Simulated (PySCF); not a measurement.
## Electronic structure of Ni³⁺ (nickel, charge +3) at the UHF level

Configuration: [Ar] 3d7, high-spin 4F determinant. Calculation: PySCF 2.14, in def2-SVP (5s3p2d1f, 31 functions); the non-relativistic Hamiltonian (point nucleus).

```json
{
 "Total energy": "-1504.590486 hartree",
 "One-electron energy": "-2052.3346 hartree",
 "Hartree (Coulomb) energy": "608.6075 hartree",
 "Exchange energy": "-60.8634 hartree",
 "Kinetic energy": "1502.72477 hartree",
 "⟨S²⟩": "3.7521",
 "⟨L²⟩": "12.017",
 "Sum of ⟨r⟩": "14.24 bohr",
 "Sum of ⟨r²⟩": "12.89 bohr²",
 "Density at the nucleus (Gaussians lack the cusp)": "14000 bohr⁻³",
 "Spin density at the nucleus": "0.115 bohr⁻³",
 "Langevin diamagnetic susceptibility": "-10.2 ×10⁻⁶ cm³/mol",
 "Time after the integrals": "0.11 s of wall time on 1 thread of Neoverse-V1 (shared host)"
}
```

```tsv
shell	electrons	mean orbital energy (hartree)	spread (hartree)	rms radius, mean of both spins (bohr)
1s α	1	-307.16919	0	0.0635
1s β	1	-307.16745	0	0.0635
2s α	1	-39.52667	0	0.268
2s β	1	-39.40475	0	0.268
2p α	3	-34.56334	0	0.239
2p β	3	-34.44456	0	0.239
3s α	1	-6.50451	0	0.802
3s β	1	-6.19945	0	0.802
3p α	3	-4.91791	0	0.848
3p β	3	-4.55034	0	0.848
3d α	5	-2.24934	0.05705	0.985
3d β	2	-2.09957	0	0.985
```
